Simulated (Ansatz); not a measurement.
```yaml
crystal:
  periodic: [false, false, false]
  atoms:
    - {symbol: Rb, position_ang: [0.364927, -0.048873, -3.483146]}
    - {symbol: Rb, position_ang: [-0.701655, -3.155526, 1.359156]}
    - {symbol: Rb, position_ang: [-2.185937, 2.502287, 1.124822]}
    - {symbol: Rb, position_ang: [2.027809, 0.564543, 0.804185]}
    - {symbol: Br, position_ang: [0.053967, 2.332356, -1.257772]}
    - {symbol: Br, position_ang: [1.216122, -2.096834, -1.074775]}
    - {symbol: Br, position_ang: [-0.775234, -0.097954, 2.527520]}
basis:
  gaussian: {orbitals: def2-TZVPP, fitting: {mean_field: def2-universal-jkfit}}
total_charge: 1
hamiltonian: {xc: {name: r2SCANh}}
```

```sh
$ ansatz run in.yaml --threads 4 --pin off --events-out ev --progress --plain --max-ram 4787MiB
```

Output, abridged:

```
Functional definition: r2SCANh
1242 factors; integrals over basis functions are off by at most 8.0e-1 eV
mean field evaluation 1: about -212761.6325 eV, gradient 4.8e1 eV
mean field evaluation 2: about -212760.7585 eV, gradient 6.3e1 eV
mean field evaluation 4: about -212768.9130 eV, gradient 5.4e-1 eV
mean field evaluation 8: about -212768.9089 eV, gradient 7.0e-3 eV
mean field -212768.90889635 eV, -7819.1131819945 hartree, gradient 3.6e-5 eV, S^2 0.000000; 0 other end points of the search recorded, 0 dependent functions left out
reference -212768.90892903 eV, -7819.1131831955 hartree; 70, 70 occupied and 234, 234 virtual orbitals, 1242 factors
Total energy: -212768.90892903 eV, -7819.1131831955 hartree
```

Hardware: 4 threads of Arm Neoverse V2 on a shared host. Wall time 15 s, peak host memory 1.2 GiB.

In the def2 sets Rb takes a core potential; there is no spin–orbit coupling.
